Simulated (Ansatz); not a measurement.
`S[SiH](Cl)[O][GaH2]` + CH₃OH → `CO[SiH](S)Cl` + `[OH][GaH2]`  (ligand exchange at the Si–O bond)

Computed with Ansatz on PBE0-D4/def2-TZVP structures; ΔE is electronic, products minus reactants. CCSD(T)/CBS adds triple-zeta CCSD(T) − MP2 to the extrapolated MP2 energy (def2 sets, frozen cores). This one scheme is used for every species. Functionals use def2-TZVPP. For Ga outer-core shells are correlated without core-valence functions, which leaves a few kJ/mol of doubt a bond. Scalar relativity is left out up to krypton. Each species was taken in one conformer, which may not be the lowest.

`S[SiH](Cl)[O][GaH2]`:

Cartesian coordinates in Å:
```
S -1.566 -0.540 1.666
Si 0.461 -0.319 1.044
Cl 1.019 1.498 1.828
O 0.625 -0.342 -0.557
Ga 0.059 0.704 -1.912
H -1.669 -1.766 1.122
H 1.328 -1.358 1.630
H -0.601 2.056 -1.519
H 0.343 0.067 -3.302
```

CH₃OH:

```xyz
6

C    -0.297    0.140   -0.138
O     0.486   -0.618    0.755
H    -1.335    0.039    0.182
H    -0.222   -0.222   -1.171
H    -0.038    1.206   -0.120
H     1.405   -0.546    0.491
```

`CO[SiH](S)Cl`:

Cartesian coordinates in Å:
```
C 0.900 0.781 -1.056
O -0.390 0.276 -0.772
Si -0.916 -0.098 0.721
S 0.324 -1.515 1.703
Cl -2.809 -0.801 0.442
H 1.679 0.116 -0.671
H 1.038 1.776 -0.622
H 0.997 0.854 -2.139
H -0.950 1.075 1.622
H 0.127 -2.464 0.771
```

`[OH][GaH2]`:

```xyz
5

O     0.289   -0.761   -0.982
Ga   -0.326    0.198    0.396
H     1.185   -0.541   -1.243
H     0.633    1.267    1.016
H    -1.781   -0.163    0.813
```

```json
{"level": "BHLYP-D4", "ΔE (kJ/mol)": "30.8"}
{"level": "r2SCANh", "ΔE (kJ/mol)": "22.0"}
```

**Question.** What does CCSD(T)/CBS give? (An estimate is asked.)

**Answer.** The calculation gave: +23.8 kJ/mol. The listed levels differ from it by 7.0, -1.8 kJ/mol.

Largest T1 diagnostic among the species: 0.015.

From BLYP to BHLYP (50 % exact exchange), in def2-TZVPP and without D4, ΔE moves by +7.9 kJ/mol. Leaving LDA and LC-ωPBE aside and taking each functional with its dispersion term where it has one, the values, not all of them listed here, spread over 11.2 kJ/mol, from PBE-D4 to BHLYP-D4. LDA lies −3.1 kJ/mol from PBE without D4.
